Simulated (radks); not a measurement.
Task: Successive ionisation energies (eV) of one element, from differences of total energies of ions in their ground configurations, starting at charge 0: 16.058, 28.660, 42.584, 57.636, 73.661. All-electron calculation, Dirac Kohn-Sham, PBE, spin-unpolarised, spherical densities, point nucleus; open shells are shared between the two j in proportion to 2j + 1. Program: a radial shooting solver on a logarithmic mesh with Libxc functionals. Which element is it?

Result: Argon (Z = 18). The first species listed is Ar in [Ar], the last Ar4+ in [Ne] 3s2 3p2.
